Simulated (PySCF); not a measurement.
Species: C3H10Si.
Geometry (GFN2-xTB, Å), atoms numbered from 1 in this order:
```
atom  x, y, z in Å
C1    -0.5295    1.2722   -0.7722
C2    -0.1975    0.1685    0.2292
C3    -1.0858   -1.0480   -0.0201
Si4    1.6541   -0.2942    0.1713
H5    -1.5798    1.5548   -0.7017
H6    -0.3396    0.9353   -1.7896
H7     0.0744    2.1585   -0.5892
H8    -0.4288    0.5489    1.2311
H9    -2.1394   -0.7784    0.0532
H10   -0.9102   -1.4517   -1.0156
H11   -0.8842   -1.8329    0.7058
H12    1.9217   -1.3286    1.1728
H13    2.4563    0.8969    0.4597
H14    1.9876   -0.8017   -1.1617
```

Method used: delta-SCF UKS SCAN, pcX-2 on the ionised atom, pcseg-1 elsewhere, spin-free X2C in PySCF 2.14.0. Each 1s hole has a ground state of its own, since the core basis sits on the ionised atom alone.

| ionised atom | basis functions | E(ground) (Eh) | binding energy (eV) |
| --- | --- | --- | --- |
| C1 | 141 | -410.36669 | 290.463 |
| C2 | 141 | -410.36851 | 290.100 |
| Si4 | 152 | -410.41921 | 1846.061 |

Q: Fill in the total energy of each core-ionised state.

A: With binding energy = E(ionised) − E(ground) and 27.2114 eV a hartree:

| atom | binding energy (Eh) | E(ionised) (Eh) |
| --- | --- | --- |
| C1 | 10.6743 | -399.6924 |
| C2 | 10.6610 | -399.7075 |
| Si4 | 67.8415 | -342.5777 |

Q: How much do the ground-state energies differ, and what would follow from using one of them for all holes?

A: They run from -410.4192 Eh (core basis on Si4) to -410.3667 Eh (on C1), 0.0525 Eh or 1.43 eV apart, though the state is the same; only basis and grid differ. Pairing the ion of C1 with the ground state of Si4 would put its binding energy 1.43 eV too high.

Lowest listed C 1s: C2, bonded to 2 C, H and Si. Highest, 0.36 eV above it: C1/C3, bonded to C and 3 H. Summing the Pauling electronegativity differences to the bonded atoms, each weighted by its formal bond order, gives -1.00 for the lowest site and -1.05 for the highest; the largest sum, -1.00, belongs to C2, 0.36 eV below the top. The smallest sum, -1.05, belongs to C1/C3, 0.36 eV above the lowest.

Only 1s holes are shown. The first atom of each set that the bonding makes equivalent was ionised and stands for the set. Isolated species at its GFN2-xTB geometry, gas phase.
